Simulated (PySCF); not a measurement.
Compound: C6H9Al.
Cartesian coordinates in Å at the PBE0-D3(BJ)/def2-SVP level; atoms count from 1:
```
atom  x, y, z in Å
C1     3.3054   -0.5225    0.2723
C2     2.1894   -0.3154   -0.1628
C3     0.8473   -0.0376   -0.6161
C4    -0.2299   -1.0543   -0.1657
C5    -1.6320   -0.4323   -0.2294
C6    -1.6882    0.8886    0.5624
Al7    0.0863    1.6301    0.1595
H8     4.2960   -0.7117    0.6401
H9     0.8369    0.0481   -1.7205
H10   -0.0170   -1.3535    0.8759
H11   -0.1820   -1.9789   -0.7649
H12   -2.3794   -1.1624    0.1256
H13   -1.8830   -0.2363   -1.2881
H14   -2.5668    1.5028    0.3100
H15   -1.7642    0.6814    1.6473
H16    0.7624    3.0511    0.3654
```

Method used: core-valence-separated Tamm–Dancoff BHandHLYP/aug-pcX-1 (pcseg-1 on H, def2-SVPD on Al) in PySCF, non-relativistic, gas phase, PBE0-D3(BJ)/def2-SVP geometry. BHandHLYP without relativity tends to put these K edges a few eV too low, so spacings mean more than positions.

What does the C 1s absorption edge look like?

| E (eV) | f | core hole on | main final orbital | polarisation |
| --- | --- | --- | --- | --- |
| 283.45 | 0.0595 | C1 | spread | across the triple bond |
| 283.71 | 0.0018 | C6 | LUMO (95 %) | – |
| 283.80 | 0.0550 | C2 | spread | across the triple bond |
| 283.87 | 0.0589 | C1 | spread | across the triple bond |
| 283.99 | 0.0527 | C2 | spread | across the triple bond |
| 284.39 | 0.0021 | C3 | LUMO (95 %) | – |
| 284.48 | 0.0109 | C6 | LUMO+1 (59 %) | – |
| 285.00 | 0.0045 | C5 | LUMO (84 %) | – |
| 285.06 | 0.0024 | C2 | LUMO (89 %) | mixed |
| 285.12 | 0.0031 | C4 | LUMO (88 %) | – |
| 285.18 | 0.0008 | C1 | LUMO (69 %) | – |
| 285.21 | 0.0145 | C3 | LUMO+1 (38 %) | – |
| 285.40 | 0.0253 | C6 | spread | – |
| 285.43 | 0.0240 | C6 | LUMO+4 (32 %) | – |
| 285.45 | 0.0080 | C1 | spread | along the triple bond |
| 285.56 | 0.0116 | C5 | LUMO+1 (56 %) | – |
| 285.72 | 0.0118 | C4 | LUMO+1 (50 %) | – |
| 285.75 | 0.0027 | C6 | LUMO+2 (51 %) | – |
| 286.00 | 0.0261 | C5 | LUMO+4 (53 %) | – |
| 286.02 | 0.0192 | C3 | spread | – |
| 286.07 | 0.0080 | C1 + C2 | LUMO+1 (31 %) | – |
| 286.14 | 0.0002 | C2 | LUMO+1 (41 %) | – |
| 286.17 | 0.0292 | C4 | spread | – |
| 286.40 | 0.0031 | C3 | LUMO+9 (31 %) | – |
| 286.43 | 0.0044 | C5 | LUMO+2 (43 %) | – |
| 286.53 | 0.0022 | C1 | spread | across the triple bond |
| 286.54 | 0.0050 | C6 | LUMO+3 (41 %) | – |

The first line with a tenth or more of the strongest one's intensity is at 283.45 eV (f = 0.059), with the hole on C1 (terminal alkyne carbon), polarised across the triple bond: a 1s→π* resonance. It is also the strongest listed.

Roots within 0.03 eV whose holes lie on the same, on equivalent or on shared atoms are summed into one line, and the highest roots are left out, as the search may have cut off their partners. Final orbitals are the ground state's empty Kohn–Sham orbitals. A dash: too weak, shared between unlike atoms, or no plane or axis to refer to.

What are the wavelength and the wavenumber of the 285.72 eV line?

λ = 12398.42 eV Å/285.72 eV = 43.394 Å; 2.3045 × 10⁶ cm⁻¹.

Only the lowest roots of each edge were sought.

On one thread, AMD EPYC 9R14 (x86_64), shared host with 96 logical CPUs at a one-minute load of 21, this took 19 s and 1.1 GiB of memory at its peak.

One conformer stands for the species.
